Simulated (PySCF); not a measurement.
Bonds (- single, = double, # triple, : aromatic): C1-C2 1.492 Å, C2:C3 1.356 Å, C3:O4 1.339 Å, O4:C5 1.342 Å, C5-C6 1.490 Å, C5:P7 1.717 Å, P7:C2 1.783 Å. C1 carries H8, H9, H10; C3 carries H11; C6 carries H12, H13, H14.

All values are calculated (PySCF 2.14): shielding tensors at PBE0/pcSseg-1 (GIAO), geometry from GFN2-xTB. Non-relativistic, one conformer, rapidly exchanging positions averaged, isolated molecule.

References, each an isolated molecule treated in the same way: TMS for 13C.

**Question.** Do the 13C shifts follow the atomic charges (in e)? Tabulate both.

**Answer.** 
| atoms | hybridisation | δ (ppm) | σ para (ppm) | Hirshfeld | IAO | Mulliken | ESP-fitted |
| --- | --- | --- | --- | --- | --- | --- | --- |
| C5 | sp2 | 206.5 | -285 | +0.02 | -0.03 | -0.24 | +0.30 |
| C3 | sp2 | 150.2 | -218 | -0.00 | +0.00 | +0.26 | -0.37 |
| C2 | sp2 | 146.7 | -230 | -0.08 | -0.24 | -0.67 | +0.27 |
| C6 | sp3 | 21.9 | -80 | -0.12 | -0.43 | -0.16 | -0.66 |
| C1 | sp3 | 14.8 | -72 | -0.12 | -0.42 | -0.13 | -0.52 |

Correlation coefficients of δ with charge over these carbons: Hirshfeld +0.91, IAO +0.91, Mulliken -0.12, ESP-fitted +0.84; with the paramagnetic shielding -1.00. With so few points, grouped by hybridisation, these coefficients are fragile. Charge is one influence among several: hybridisation and low-lying excitations act through the paramagnetic term.

Shifts are as computed. Against solution values, carbons near 30 ppm lie about +3 ppm off and those near 130 ppm about +5 ppm. Of 1211 compounds with measured shifts, 218 miss one by over three times the rms of a fit or turn the order of signals round; such compounds aren't used in these exercises.
